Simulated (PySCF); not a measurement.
Job file and geometry (Å, from GFN2-xTB) of an NMR shielding run on SMILES C/C=C\P[C@@H](C)CC, C7H15P, GIAO PBE0/pcSseg-1 NMR shielding, non-relativistic, gas phase in PySCF 2.14.0, density-fitted response routines; density fitting, a coarse starting grid and PySCF grid level 2 are the driver's defaults:

```
$ OMP_NUM_THREADS=1 python probes_run.py task.json out

{"job": {"kind": "nmr", "xc": "PBE0", "basis": "pcSseg-1"}, "charge": 0, "multiplicity": 1}
C      3.618781     0.159340    -0.008628
C      2.744047    -0.618526    -0.930631
C      1.423648    -0.501143    -1.001309
P      0.425149     0.699051    -0.068588
C     -1.178111    -0.273633    -0.038554
C     -1.016625    -1.615221     0.669973
C     -2.286823     0.557999     0.610258
C     -2.610423     1.816837    -0.181783
H      4.489358     0.538023    -0.542445
H      3.977145    -0.477669     0.801196
H      3.071468     0.998542     0.417544
H      3.253212    -1.338203    -1.561850
H      0.867619    -1.076835    -1.733655
H      0.832435     0.290896     1.210478
H     -1.444546    -0.448603    -1.090081
H     -1.935537    -2.196306     0.595604
H     -0.794925    -1.460871     1.725474
H     -0.206100    -2.196357     0.233391
H     -3.186604    -0.058458     0.695138
H     -1.980410     0.833634     1.623096
H     -3.401023     2.382239     0.306271
H     -1.728159     2.450256    -0.260392
H     -2.938330     1.561993    -1.187491
```

Question: What does the program print?

Answer: 
```
coarse grid: 18528 points
cycle   1  E = -616.4672514251  dE =  6.535e-01  |g| = 4.733e-01  |ddm| = 4.127e+00
cycle   2  E = -616.4584601749  dE =  8.791e-03  |g| = 5.150e-01  |ddm| = 8.911e-01
cycle   3  E = -616.5290122538  dE = -7.055e-02  |g| = 3.778e-02  |ddm| = 4.876e-01
cycle   4  E = -616.5292432791  dE = -2.310e-04  |g| = 2.550e-02  |ddm| = 7.416e-02
cycle   5  E = -616.5294015576  dE = -1.583e-04  |g| = 5.919e-03  |ddm| = 2.843e-02
cycle   6  E = -616.5294088765  dE = -7.319e-06  |g| = 2.756e-03  |ddm| = 8.125e-03
final grid: 170968 points
cycle   7  E = -616.5800503441  dE = -5.051e-05  |g| = 1.181e-02  |ddm| = 4.215e-02
cycle   8  E = -616.5800215720  dE =  2.877e-05  |g| = 1.578e-02  |ddm| = 2.418e-02
cycle   9  E = -616.5800861147  dE = -6.454e-05  |g| = 2.220e-03  |ddm| = 1.464e-02
cycle  10  E = -616.5800873475  dE = -1.233e-06  |g| = 2.542e-04  |ddm| = 1.924e-03
cycle  11  E = -616.5800873616  dE = -1.414e-08  |g| = 1.266e-04  |ddm| = 4.671e-04
cycle  12  E = -616.5800873656  dE = -4.032e-09  |g| = 2.718e-05  |ddm| = 1.464e-04
cycle  13  E = -616.5800873658  dE = -1.751e-10  |g| = 7.319e-06  |ddm| = 3.563e-05
converged SCF energy = -616.5800873658

GIAO shielding tensors (ppm)
atom      isotropic    diamagn.    paramagn.     s11        s22        s33       span
  0 C      166.005     250.363     -84.358    152.936    163.550    181.528     28.592
  1 C       43.902     255.283    -211.381    -77.972     49.991    159.688    237.660
  2 C       53.230     264.865    -211.634    -52.464     69.359    142.795    195.260
  3 P      390.470     969.929    -579.459    354.140    376.263    441.007     86.867
  4 C      148.153     254.907    -106.755    137.884    144.896    161.677     23.793
  5 C      158.378     248.935     -90.557    137.422    153.289    184.424     47.002
  6 C      153.780     247.952     -94.172    140.557    149.500    171.283     30.725
  7 C      170.307     246.498     -76.192    158.207    167.489    185.224     27.017
  8 H       29.835      27.069       2.766     26.029     27.137     36.338     10.308
  9 H       29.845      29.155       0.690     26.191     27.470     35.874      9.684
 10 H       29.873      32.064      -2.191     24.896     31.701     33.023      8.127
 11 H       25.311      30.951      -5.640     22.902     24.102     28.928      6.026
 12 H       26.022      35.112      -9.090     23.675     24.230     30.160      6.484
 13 H       28.276      34.153      -5.877     24.081     29.204     31.544      7.463
 14 H       30.465      35.969      -5.504     27.259     29.442     34.694      7.435
 15 H       30.351      31.085      -0.734     25.521     27.555     37.977     12.455
 16 H       30.849      32.306      -1.457     27.860     28.610     36.077      8.217
 17 H       29.776      32.697      -2.920     24.221     30.189     34.919     10.698
 18 H       30.001      31.016      -1.014     24.535     29.620     35.849     11.314
 19 H       30.638      32.178      -1.541     26.725     29.849     35.339      8.614
 20 H       30.549      27.063       3.486     25.834     27.509     38.304     12.470
 21 H       29.761      30.136      -0.375     23.995     30.922     34.367     10.372
 22 H       30.908      29.655       1.253     26.756     28.808     37.160     10.404
```

Size and cost of the density-fitted run: 218 basis functions, 40 s wall time on 1 thread of an Arm Neoverse V1, shared host; peak memory 1 GiB.
